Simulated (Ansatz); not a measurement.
Start from `FC[SiH](S)Cl` and change one atom or group to get `S[SiH](Cl)CCl`.

Ansatz, PBE0-D4/def2-TZVP geometries, multiplicity 1. Each molecule was computed in one conformer, which needn't be the lowest.

```csv
property,`FC[SiH](S)Cl`
LUMO energy (PBE/def2-TZVPP) / eV,-1.15
LUMO energy (B3LYP/def2-TZVPP) / eV,-0.49
HOMO–LUMO gap (ωB97M-V/def2-TZVPP) / eV,11.83
HOMO energy (ωB97M-V/def2-TZVPP) / eV,-10.22
size of the dipole moment (PBE/def2-TZVPP) / D,1.75
HOMO energy (PBE/def2-TZVPP) / eV,-6.75
```

(1) Give the same properties after the change, and the shifts. (An estimate is asked.)

Answers

(1) The calculation gave: 
```csv
property,`S[SiH](Cl)CCl`,shift
LUMO energy (PBE/def2-TZVPP) / eV,-1.25,-0.10
LUMO energy (B3LYP/def2-TZVPP) / eV,-0.46,0.03
HOMO–LUMO gap (ωB97M-V/def2-TZVPP) / eV,11.73,-0.10
HOMO energy (ωB97M-V/def2-TZVPP) / eV,-9.99,0.23
size of the dipole moment (PBE/def2-TZVPP) / D,1.03,-0.72
HOMO energy (PBE/def2-TZVPP) / eV,-6.53,0.22
```

Dipoles are sizes alone; their direction can turn.

B3LYP here is the variant with VWN-RPA as its local correlation; programs differ in this.
